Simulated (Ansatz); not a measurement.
ClFH2NSTa (`[NH2][Ta]([F])(=[S])[Cl]`), 7 atoms. Total charge 0; spin multiplicity 1. Correlated methods include outer-core shells of Ta, which these sets cover unevenly. Ta takes the def2 core potential. All runs use 4 threads of an AMD EPYC 9R45 on a shared host. Correlated methods freeze the cores.

How many basis functions does each run have, and how long does it take in Ansatz? RKS PBE0-D4/def2-SVP energy; RKS ωB97M-V/def2-QZVPP energy; direct RPA on PBE orbitals/def2-TZVPP energy; RKS PBE0-D4/def2-TZVP relaxation (8 steps); RKS PBE0-D4/def2-TZVP frequencies; RHF-CCSD(T)/def2-TZVPP energy; RKS PBE0-D4/def2-QZVPP energy; RKS B97M-V/def2-TZVPP energy; RHF-CCSD(T)/def2-SVP energy; RKS r2SCANh-D4/def2-TZVPP energy; RKS BHLYP-D4/def2-TZVPP energy; RKS ωB97M-V/def2-SVP energy. (Estimate.)

Computed: Other jobs shared the machine, so times are rough.

| level | job | functions | wall time | peak host memory (GiB) |
| --- | --- | --- | --- | --- |
| RKS PBE0-D4/def2-SVP | energy | 106 | 0.6 s | 0.26 |
| RKS BHLYP-D4/def2-TZVPP | energy | 230 | 1.2 s | 0.69 |
| direct RPA on PBE orbitals/def2-TZVPP | energy | 230 | 1.9 s | 0.57 |
| RKS r2SCANh-D4/def2-TZVPP | energy | 230 | 1.9 s | 0.67 |
| RKS ωB97M-V/def2-SVP | energy | 106 | 2.2 s | 0.39 |
| RKS PBE0-D4/def2-QZVPP | energy | 395 | 2.6 s | 1.5 |
| RKS B97M-V/def2-TZVPP | energy | 230 | 2.7 s | 0.46 |
| RHF-CCSD(T)/def2-SVP | energy | 106 | 2.8 s | 0.55 |
| RKS ωB97M-V/def2-QZVPP | energy | 395 | 6 s | 1.8 |
| RKS PBE0-D4/def2-TZVP | relaxation (8 steps) | 188 | 11 s | 0.58 |
| RKS PBE0-D4/def2-TZVP | frequencies | 188 | 39 s | 0.58 |
| RHF-CCSD(T)/def2-TZVPP | energy | 230 | 51 s | 4.4 |
